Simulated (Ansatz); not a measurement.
Ga(CO)H3 (CH3GaO). The state is a singlet with charge 0. Geometry PBE0-D4/def2-TZVP.

```xyz
6

Ga    0.6121   -0.5947   -0.0956
C    -0.9619    0.9486    0.1366
O    -1.7668    1.7134    0.2791
H     1.4562   -0.1003    1.1368
H     1.0398   -0.1642   -1.5461
H    -0.3793   -1.8028    0.0892
```

The 6-31G sets use Cartesian d functions. B3LYP takes the VWN-RPA correlation.

Q: Estimate the orbital energies around the gap (eV) in Ansatz with HF/6-31G, LDA (SPW92)/def2-TZVP, r2SCAN-D4/def2-TZVP, B3LYP-D4/6-31G, ωB97X-V/def2-TZVP.

A: 
```json
{"orbital": "HOMO−5", "HF/6-31G": "-19.23", "LDA (SPW92)/def2-TZVP": "-13.11", "r2SCAN-D4/def2-TZVP": "-13.35", "B3LYP-D4/6-31G": "-14.59", "ωB97X-V/def2-TZVP": "-17.41"}
{"orbital": "HOMO−4", "HF/6-31G": "-19.10", "LDA (SPW92)/def2-TZVP": "-13.11", "r2SCAN-D4/def2-TZVP": "-13.35", "B3LYP-D4/6-31G": "-14.59", "ωB97X-V/def2-TZVP": "-17.40"}
{"orbital": "HOMO−3", "HF/6-31G": "-19.09", "LDA (SPW92)/def2-TZVP": "-12.69", "r2SCAN-D4/def2-TZVP": "-13.04", "B3LYP-D4/6-31G": "-14.06", "ωB97X-V/def2-TZVP": "-17.31"}
{"orbital": "HOMO−2", "HF/6-31G": "-14.48", "LDA (SPW92)/def2-TZVP": "-9.43", "r2SCAN-D4/def2-TZVP": "-9.72", "B3LYP-D4/6-31G": "-10.54", "ωB97X-V/def2-TZVP": "-13.38"}
{"orbital": "HOMO−1", "HF/6-31G": "-11.34", "LDA (SPW92)/def2-TZVP": "-7.24", "r2SCAN-D4/def2-TZVP": "-7.45", "B3LYP-D4/6-31G": "-8.12", "ωB97X-V/def2-TZVP": "-10.72"}
{"orbital": "HOMO", "HF/6-31G": "-11.33", "LDA (SPW92)/def2-TZVP": "-7.24", "r2SCAN-D4/def2-TZVP": "-7.45", "B3LYP-D4/6-31G": "-8.12", "ωB97X-V/def2-TZVP": "-10.72"}
{"orbital": "LUMO", "HF/6-31G": "2.12", "LDA (SPW92)/def2-TZVP": "-3.22", "r2SCAN-D4/def2-TZVP": "-2.83", "B3LYP-D4/6-31G": "-2.29", "ωB97X-V/def2-TZVP": "0.46"}
{"orbital": "LUMO+1", "HF/6-31G": "2.13", "LDA (SPW92)/def2-TZVP": "-3.21", "r2SCAN-D4/def2-TZVP": "-2.82", "B3LYP-D4/6-31G": "-2.28", "ωB97X-V/def2-TZVP": "0.47"}
{"orbital": "LUMO+2", "HF/6-31G": "2.64", "LDA (SPW92)/def2-TZVP": "-0.71", "r2SCAN-D4/def2-TZVP": "-0.08", "B3LYP-D4/6-31G": "0.13", "ωB97X-V/def2-TZVP": "2.14"}
{"orbital": "LUMO+3", "HF/6-31G": "3.92", "LDA (SPW92)/def2-TZVP": "0.35", "r2SCAN-D4/def2-TZVP": "1.11", "B3LYP-D4/6-31G": "1.12", "ωB97X-V/def2-TZVP": "3.39"}
{"orbital": "LUMO+4", "HF/6-31G": "4.33", "LDA (SPW92)/def2-TZVP": "1.40", "r2SCAN-D4/def2-TZVP": "2.18", "B3LYP-D4/6-31G": "2.19", "ωB97X-V/def2-TZVP": "4.07"}
{"orbital": "LUMO+5", "HF/6-31G": "4.34", "LDA (SPW92)/def2-TZVP": "1.42", "r2SCAN-D4/def2-TZVP": "2.20", "B3LYP-D4/6-31G": "2.20", "ωB97X-V/def2-TZVP": "4.09"}
```
